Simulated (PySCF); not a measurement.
C₃H₁₂GeOSi, singlet, at a GFN2-xTB geometry, atoms displaced at random by about 0.03 Å a coordinate; PBE/STO-3G, gradient in PySCF.

Input for PySCF:
```python
from pyscf import gto, scf, dft

mol = gto.Mole()
mol.atom = '''
    Ge    1.86785612    0.12759282    0.20684174
    O     0.18423829    0.03959852    0.64719674
    Si   -1.26910443   -0.06001891   -0.16471221
    C    -1.54015291   -1.88587210   -0.77350414
    C    -2.52945986    0.30344109    1.24818532
    C    -1.43775904    1.12518577   -1.61548663
    H     2.21767445   -1.09544679   -0.60866805
    H     2.18464893    1.39912438   -0.53269120
    H     2.55138892    0.01520487    1.52979352
    H    -2.50556133   -2.03069840   -1.22800969
    H    -1.38460683   -2.55345119    0.05642182
    H    -0.75917494   -2.07579146   -1.51025733
    H    -2.41118729   -0.31424172    2.10789428
    H    -3.56026939    0.28344035    0.91477658
    H    -2.44960930    1.36127473    1.58492198
    H    -0.66262625    0.93995627   -2.34651521
    H    -1.15759405    2.15878578   -1.25018431
    H    -2.41616741    1.10027127   -2.04903584
'''
mol.basis = 'sto-3g'
mol.verbose = 4
mol.build()

mf = dft.RKS(mol)
mf.xc = 'pbe'
mf.grids.level = 1
mf.kernel()
g = mf.nuc_grad_method()
g.grid_response = True
grad = g.kernel()
```

Task: Write the output that PySCF gives for this input, abridged.

Result: 
```
PySCF version 2.14.0

[INPUT] verbose = 4
[INPUT] num. atoms = 18
[INPUT] num. electrons = 84
[INPUT] charge = 0
[INPUT] spin (= nelec alpha-beta = 2S) = 0
[INPUT] symmetry False subgroup None
[INPUT] Mole.unit = angstrom
[INPUT] Symbol           X                Y                Z      unit          X                Y                Z       unit  Magmom
[INPUT]  1 Ge     1.867856120000   0.127592820000   0.206841740000 AA    3.529736506893   0.241115485261   0.390874239728 Bohr   0.0
[INPUT]  2 O      0.184238290000   0.039598520000   0.647196740000 AA    0.348159909758   0.074830357738   1.223024587311 Bohr   0.0
[INPUT]  3 Si    -1.269104430000  -0.060018910000  -0.164712210000 AA   -2.398259796172  -0.113419302195  -0.311260966272 Bohr   0.0
[INPUT]  4 C     -1.540152910000  -1.885872100000  -0.773504140000 AA   -2.910467189852  -3.563781774958  -1.461710980817 Bohr   0.0
[INPUT]  5 C     -2.529459860000   0.303441090000   1.248185320000 AA   -4.779986378481   0.573420555039   2.358728407503 Bohr   0.0
[INPUT]  6 C     -1.437759040000   1.125185770000  -1.615486630000 AA   -2.716970818718   2.126292944558  -3.052827288597 Bohr   0.0
[INPUT]  7 H      2.217674450000  -1.095446790000  -0.608668050000 AA    4.190797343945  -2.070094417134  -1.150215915273 Bohr   0.0
[INPUT]  8 H      2.184648930000   1.399124380000  -0.532691200000 AA    4.128388156024   2.643961892402  -1.006640476966 Bohr   0.0
[INPUT]  9 H      2.551388920000   0.015204870000   1.529793520000 AA    4.821426296050   0.028733040060   2.890890779934 Bohr   0.0
[INPUT] 10 H     -2.505561330000  -2.030698400000  -1.228009690000 AA   -4.734824702001  -3.837463817592  -2.320601992412 Bohr   0.0
[INPUT] 11 H     -1.384606830000  -2.553451190000   0.056421820000 AA   -2.616527698902  -4.825323421545   0.106621787250 Bohr   0.0
[INPUT] 12 H     -0.759174940000  -2.075791460000  -1.510257330000 AA   -1.434632717233  -3.922677351111  -2.853972731317 Bohr   0.0
[INPUT] 13 H     -2.411187290000  -0.314241720000   2.107894280000 AA   -4.556483613132  -0.593830787712   3.983342888737 Bohr   0.0
[INPUT] 14 H     -3.560269390000   0.283440350000   0.914776580000 AA   -6.727934076772   0.535624634151   1.728677201366 Bohr   0.0
[INPUT] 15 H     -2.449609300000   1.361274730000   1.584921980000 AA   -4.629090689188   2.572436419991   2.995068471003 Bohr   0.0
[INPUT] 16 H     -0.662626250000   0.939956270000  -2.346515210000 AA   -1.252182135448   1.776259919368  -4.434271094026 Bohr   0.0
[INPUT] 17 H     -1.157594050000   2.158785780000  -1.250184310000 AA   -2.187535717926   4.079513885806  -2.362505951128 Bohr   0.0
[INPUT] 18 H     -2.416167410000   1.100271270000  -2.049035840000 AA   -4.565894676000   2.079211363027  -3.872116557018 Bohr   0.0

nuclear repulsion = 550.556037035732
number of shells = 37
number of NR pGTOs = 177
number of NR cGTOs = 59
basis = sto-3g
ecp = {}

******** <class 'pyscf.dft.rks.RKS'> ********
method = RKS
initial guess = minao
damping factor = 0
level_shift factor = 0
DIIS = <class 'pyscf.scf.diis.CDIIS'>
diis_start_cycle = 1
diis_space = 8
diis_damp = 0
SCF conv_tol = 1e-09
SCF conv_tol_grad = None
SCF max_cycles = 50
direct_scf = True
direct_scf_tol = 1e-13
XC library pyscf.dft.libxc version 7.1.2
    S. Lehtola, C. Steigemann, M. J. T. Oliveira, and M. A. L. Marques,  SoftwareX 7, 1–5 (2018)
XC functionals = pbe
    J. P. Perdew, K. Burke, and M. Ernzerhof,  Phys. Rev. Lett. 77, 3865 (1996)
    J. P. Perdew, K. Burke, and M. Ernzerhof,  Phys. Rev. Lett. 78, 1396 (1997)
    J. P. Perdew, K. Burke, and M. Ernzerhof,  Phys. Rev. Lett. 77, 3865 (1996)
    J. P. Perdew, K. Burke, and M. Ernzerhof,  Phys. Rev. Lett. 78, 1396 (1997)
radial grids:
    Treutler-Ahlrichs [JCP 102, 346 (1995); DOI:10.1063/1.469408] (M4) radial grids

becke partition: Becke, JCP 88, 2547 (1988); DOI:10.1063/1.454033
pruning grids: <function nwchem_prune>
grids dens level: 1
symmetrized grids: False
atomic radii adjust function: <function treutler_atomic_radii_adjust>
small_rho_cutoff = 0
Set gradient conv threshold to 3.16228e-05
Initial guess from minao.
tot grids = 64216
init E= -2530.46528956552
  HOMO = -0.422249004308405  LUMO = -0.213955939283261  gap/eV = 5.66794
cycle= 1 E= -2532.50251679117  delta_E= -2.04  |g|= 0.834  |ddm|= 4.85
  HOMO = 0.193523461548934  LUMO = 0.270756582183867  gap/eV = 2.10162
cycle= 2 E= -2531.38324739579  delta_E= 1.12  |g|= 2.25  |ddm|= 4.38
  HOMO = -0.02532450228675  LUMO = 0.185727430954728  gap/eV = 5.74302
cycle= 3 E= -2532.74088207388  delta_E= -1.36  |g|= 0.31  |ddm|= 3.19
  HOMO = -0.0492425229866438  LUMO = 0.178153654852534  gap/eV = 6.18777
cycle= 4 E= -2532.76595869713  delta_E= -0.0251  |g|= 0.137  |ddm|= 0.591
  HOMO = -0.0590114351506074  LUMO = 0.168204200844655  gap/eV = 6.18285
cycle= 5 E= -2532.77174608859  delta_E= -0.00579  |g|= 0.0134  |ddm|= 0.197
  HOMO = -0.0608969532399082  LUMO = 0.168382963668949  gap/eV = 6.23902
cycle= 6 E= -2532.7718083159  delta_E= -6.22e-05  |g|= 0.00479  |ddm|= 0.0286
  HOMO = -0.0609515025334649  LUMO = 0.16832099249805  gap/eV = 6.23882
cycle= 7 E= -2532.77181583893  delta_E= -7.52e-06  |g|= 0.00095  |ddm|= 0.00786
  HOMO = -0.0611576546341153  LUMO = 0.1681590285138  gap/eV = 6.24002
cycle= 8 E= -2532.77181619278  delta_E= -3.54e-07  |g|= 0.000138  |ddm|= 0.00184
  HOMO = -0.0611529173586373  LUMO = 0.168157931822699  gap/eV = 6.23987
cycle= 9 E= -2532.77181619895  delta_E= -6.17e-09  |g|= 4.01e-05  |ddm|= 0.000261
  HOMO = -0.0611526076056836  LUMO = 0.168157854011271  gap/eV = 6.23986
cycle= 10 E= -2532.77181619943  delta_E= -4.84e-10  |g|= 9.99e-06  |ddm|= 7.35e-05
  HOMO = -0.061152202318328  LUMO = 0.168158166926963  gap/eV = 6.23985
Extra cycle  E= -2532.77181619943  delta_E= 6.37e-12  |g|= 1.36e-05  |ddm|= 3.65e-05
converged SCF energy = -2532.77181619943

******** <class 'pyscf.grad.rks.Gradients'> for <class 'pyscf.dft.rks.RKS'> ********
unit = Eh/Bohr
grid_response = True
--------------- RKS gradients ---------------
         x                y                z
0 Ge     0.0064739362     0.0070010228     0.0049782082
1 O    -0.0279481418    -0.0047948913    -0.0072074733
2 Si     0.0179054598     0.0248011841    -0.0111419962
3 C    -0.0216619106    -0.0422002703    -0.0033793529
4 C    -0.0098860596    -0.0418276329     0.0309993413
5 C    -0.0336953180    -0.0278029831    -0.0342674170
6 H     0.0035790702    -0.0245036800    -0.0132680682
7 H     0.0045734919     0.0254149506    -0.0145507119
8 H     0.0118534425    -0.0044176747     0.0248468404
9 H     0.0171869953     0.0042350627     0.0061218080
10 H     0.0018200978     0.0152510125    -0.0137394328
11 H    -0.0037486707     0.0073422251     0.0087996525
12 H    -0.0040280932     0.0206287252    -0.0214912157
13 H     0.0146710606     0.0134534006     0.0080997187
14 H    -0.0099591696     0.0060542021    -0.0009712211
15 H    -0.0050608838     0.0113185583     0.0179889928
16 H     0.0174077541     0.0136897197     0.0057056757
17 H     0.0205169390    -0.0036429314     0.0124766514
----------------------------------------------
```
